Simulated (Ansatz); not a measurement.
Two isomers of CH5FN2SSi: A = `N=C(S)N[SiH2]F`, B = `N[C@H]1N[Si@H](F)S1`.

Computed with Ansatz on PBE0-D4/def2-TZVP structures; ΔE is electronic, products minus reactants. CCSD(T)/CBS is the MP2 limit (def2-TZVPP, def2-QZVPP) plus CCSD(T) − MP2 in def2-TZVPP, frozen cores. Functionals use def2-TZVPP. B3LYP here is the variant with VWN-RPA as its local correlation; programs differ in this. One conformer a species, not always the lowest.

(1) Which is lower in electronic energy at CCSD(T)/CBS, and by how much? (Best estimate.)

(2) Give E(B) − E(A) in kcal/mol with ωB97M-V, B3LYP, r2SCAN-D4, MP2/def2-TZVPP, CCSD(T)/def2-TZVPP, CCSD/def2-TZVPP, PBE0-D4. (Best estimate.)

Largest T1 diagnostic: 0.014.

Answers

(1) The calculation gave: B, by 17.0 kcal/mol.

(2) Computed: ωB97M-V -17.0, B3LYP -12.3, r2SCAN-D4 -15.8, MP2/def2-TZVPP -17.4, CCSD(T)/def2-TZVPP -15.3, CCSD/def2-TZVPP -15.4, PBE0-D4 -19.1. None reverses the order clearly.

From PBE to PBE0 (25 % exact exchange), in def2-TZVPP and without D4, E(B) − E(A) moves by −2.6 kcal/mol. In def2-TZVPP, CCSD(T) changes the Hartree–Fock value by −3.9 kcal/mol (the triples alone add +0.1 kcal/mol) and MP2 by −6.1 kcal/mol.
